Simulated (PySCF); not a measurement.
Screening by computed properties: pick the candidate that meets the target.

All species are isolated and taken at one optimised geometry, non-relativistic unless stated. Electronic properties by PySCF.

The conformers computed, where there is a choice (atom-mapped SMILES and torsion angles):
- `[CH3:1][CH2:2][CH:3]([OH:4])[CH2:5][CH3:6]`: C1–C2–C3–O4 -60°, C2–C3–C5–C6 -176°, H–O4–C3–C2 -62°
- `[CH3:1][S@:2](=[O:3])[c:4]1[cH:5][cH:6][cH:7][cH:8][cH:9]1`: C1–S2–C4–C5 -81°
- `[CH3:1][Si@H:2]1[CH2:3][Si@H:4]([PH2:5])[CH2:6]1`: H–P5–Si4–C3 -178°, H–P5–Si4–C3 89°
- `[CH:1]#[C:2][C@@H:3]([C:4]#[C:5][CH3:6])[S@:7]([CH3:8])=[O:9]`: C2–C3–S7–C8 176°

**Question.** Wanted: lowest triplet excitation (Tamm–Dancoff) between 4.2 eV and 6 eV (TDA PBE0/def2-SVPD) and dipole moment below 3 D (PBE0/def2-SVPD), at GFN2-xTB geometries. Which candidate meets both?
A. `C#C[C@@H](C#CC)[S@](C)=O`
B. `C[Si@H]1C[Si@H](P)C1`
C. `CCC(O)CC`
D. `C[S@](=O)c1ccccc1`

**Answer.** B. Computed values:
| species | lowest triplet excitation (Tamm–Dancoff) | dipole moment |
| --- | --- | --- |
| C[S@](=O)c1ccccc1 | 4.03 eV | 3.89 D |
| C#C[C@@H](C#CC)[S@](C)=O | 4.31 eV | 4.54 D |
| C[Si@H]1C[Si@H](P)C1 | 5.58 eV | 1.21 D |
| CCC(O)CC | 6.72 eV | 1.60 D |

**Question.** Wanted: electronic spatial extent ⟨r²⟩ about the centre of nuclear charge between 1420 bohr² and 1600 bohr² (PBE0/def2-SVPD) and HOMO–LUMO gap above 7 eV (PBE0/def2-SVPD), at GFN2-xTB geometries. Which candidate meets both?
A. `C#C[C@@H](C#CC)[S@](C)=O`
B. `CCC(O)CC`
C. `C[Si@H]1C[Si@H](P)C1`
D. `C[S@](=O)c1ccccc1`

**Answer.** C. Computed values:
```
                 species  electronic spatial extent ⟨r²⟩ about the centre of nuclear charge  HOMO–LUMO gap
                CCC(O)CC                                                          795 bohr²        8.33 eV
       C[S@](=O)c1ccccc1                                                         1417 bohr²        5.97 eV
    C[Si@H]1C[Si@H](P)C1                                                         1429 bohr²        7.41 eV
C#C[C@@H](C#CC)[S@](C)=O                                                         1683 bohr²        6.36 eV
```
